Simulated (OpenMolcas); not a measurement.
Ru4+: moving the ligands

Ru4+ with 6 ligands (fluoride) in octahedral coordination (Oh) at 1.93 Å. A charge of +0.333 e stands 2.6 Å behind each ligand. Ligand basis ANO-RCC-VDZP.

```json
{"Program": "OpenMolcas 26.06", "Method": "CASSCF", "Basis": "ANO-RCC-VTZP [7s6p4d2f1g]", "Scalar Hamiltonian": "DKH2, point nucleus", "Active space": "4 electrons in 5 orbitals (4d)", "State averaging": "2S+1 = 5 even, 5 roots; 2S+1 = 3 even, 45 roots; 2S+1 = 1 even, 50 roots", "Spin-orbit coupling": "RASSI with atomic mean-field integrals over the reference wave functions"}
```

Runs around this geometry, states (labels of O, the rotations of Oh). Energies in cm-1 above the lowest state or level, χT in cm3 K/mol; under a threefold ground state the first gap can be a small split of the lowest multiplet, not the spin-orbit step; 10Dq and B are least-squares fits to the states below 45000 cm-1, weighted by degeneracy, with a free offset, and given where the rms deviation is under 5 % of |10Dq| (or 100 cm-1) and under 700 cm-1.

```
R (Å)  Ground state  First state of that spin   10Dq  B (rms of fit)  First gap with spin-orbit (degeneracies)  χT at 300 K  First state of another spin
  1.8           3T1                  3E 34645  37847       748 (204)                              731.4 (1, 3)        1.074                     1T2 9478
 1.93           3T1                  3E 24529  27870       797 (370)                              777.2 (1, 3)        1.039                      5E 8340
 2.04           3T1                  3E 18473                                                     809.2 (1, 3)        1.045                      5E 2114
```

Taking the first state of the same spin as R^-n, n = -ln(18473 / 34645) / ln(2.04 / 1.8) = 5.0 between the shortest and longest distance.

An orbital triplet at a regular site is open to Jahn-Teller coupling, which can distort the site and quench the lowest spin-orbit gaps and is left out. Without dynamic correlation the repulsion within the d shell is too large (B by tens of per cent), so at a given field states of lower spin stand too high. With metal d orbitals alone the field can be off either way by tens of per cent. Ligand-to-metal charge-transfer states are missing. With no ligand orbital active B as a rule stays too high, so bands that hang on it stand too high and its fall with covalency is understated. The least metal-like active orbital is 74 % on the metal (Löwdin) and no ligand orbital is active, so the numbers are rough (holds for R = 1.8). This shell can be high or low spin here, a state of another spin lies low, and with metal d orbitals alone active their balance is uncertain, so the ground spin may be wrong, although the usual error favours high spin (holds for R = 1.93; R = 2.04). The least metal-like active orbital is 76 % on the metal (Löwdin) and no ligand orbital is active, so the numbers are rough (holds for R = 1.93; R = 2.04). No measured value stands beside these numbers; the geometry was imposed, not optimised, and the real ion may take another.
